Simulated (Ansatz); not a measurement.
Two shapes of singlet ZnCl2.

Shape 1:

```xyz
3

Cl    0.0000    0.0000   -2.0970
Zn    0.0000    0.0000    0.0000
Cl    0.0000    0.0000    2.0970
```

Shape 2:

```xyz
3

Cl    0.0000    0.0000   -2.2648
Zn    0.0000    0.0000    0.0000
Cl    0.0000    0.0000    2.2648
```

Basis set: 6-31G* (spherical functions). Correlated methods keep 15 orbitals frozen. Charge 0, multiplicity 1.

Computed with Ansatz (development build ahead of 0.2.0); each method stands on the lowest determinant of its kind that the runs found.

Q: Which shape is lower in energy, and by how much in each method?

A:

| method | E(2) − E(1) (eV) |
| --- | --- |
| RHF | 0.271 |
| RHF-MP2 | 0.475 |

Shape 1 is lower.
